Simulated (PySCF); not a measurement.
## PtSCl₂, triplet: data card

Computed with PySCF, UPBE, basis Pt def2-SVP with ECP60, S def2-SVP, Cl def2-SVP (scalar-relativistic core potentials, no spin–orbit coupling, density fitting).

The structure is a minimum.

- Point group: C2v
- Bond lengths: Pt–Cl 2.276 Å (×2), Pt–S 2.120 Å
- Bond angles: Cl–Pt–Cl 149.2°, Cl–Pt–S 105.4° (×2)
- Rotational symmetry number: 2
- Principal quadrupole moments (Buckingham, traceless) about the centre of mass: -5.90, -1.06, 6.95 D Å
- Lowest empty level (β): -5.97 eV
- Heat capacity Cp at 298.15 K: 76.2 J/(mol K)
- Principal polarisabilities: 41.3, 86.4, 105.6 bohr³
- Zero-point energy: 8.9 kJ/mol
- Highest occupied level (β): -6.46 eV
- Rotational constants: 0.1009, 0.05006, 0.03346 cm⁻¹
- Atomisation energy without zero-point energy: 990 kJ/mol
- Dipole moment: 1.30 D
- Spin squared ⟨S²⟩: 2.003
- Enthalpy at 298.15 K above 0 K: 18.23 kJ/mol
- Entropy at 298.15 K and 1 bar (electronic part: spin only): 360.0 J/(mol K)

Harmonic modes (masses in u: Pt 194.965, S 31.972, Cl 34.969):
| symmetry | ω (cm⁻¹) | IR (km/mol) | μ (u) |
| --- | --- | --- | --- |
| b2 | 78 | 0.4 | 35.81 |
| a1 | 105 | 0.1 | 40.64 |
| b1 | 107 | 0.1 | 47.59 |
| a1 | 353 | 2.9 | 35.70 |
| b2 | 365 | 50.7 | 43.53 |
| a1 | 477 | 0.0 | 36.35 |

In C2v the vibrations span 2b2 + 3a1 + b1. Here b1 is antisymmetric to the molecular plane and b2 lies in it.

Charges (e):
```
 atom  Mulliken  Löwdin  polar tensor  spin (Mulliken)  Mayer order to Pt1
  Pt1      0.23   -0.68          0.60             0.56                   –
   S2      0.10    0.44          0.03             1.20                1.65
Cl3,4     -0.16    0.12         -0.31             0.12                0.96
```

Mulliken populations on Pt1 (electrons outside its core potential): s 2.80, p 6.37, d 8.58, f 0.02.

Outer orbital energies (eV). α occupied: -9.13, -8.40, -8.21, -7.81, -7.74, -7.11, -6.64, -6.49; empty: -5.32, -1.27, 0.05, 1.27. β occupied: -9.42, -9.40, -8.89, -8.25, -8.00, -7.52, -7.36, -6.46; empty: -5.97, -5.65, -5.02, -1.07.

Formally Pt is in oxidation state +4, d6, with 2 unpaired electrons (the high-spin count would be 4). The Mulliken spin on Pt is 0.56, so most of the spin sits on the ligands and the formal count fails. The polar-tensor charge on Pt, 0.60, is far below the formal one.

Other isomers or separated fragments may lie lower. Other spin states or occupations of the open shell can lie lower. Spin–orbit coupling, left out here, can matter for elements this heavy.

The final relaxation and frequency run took roughly 2.4 core-minutes on a shared host.
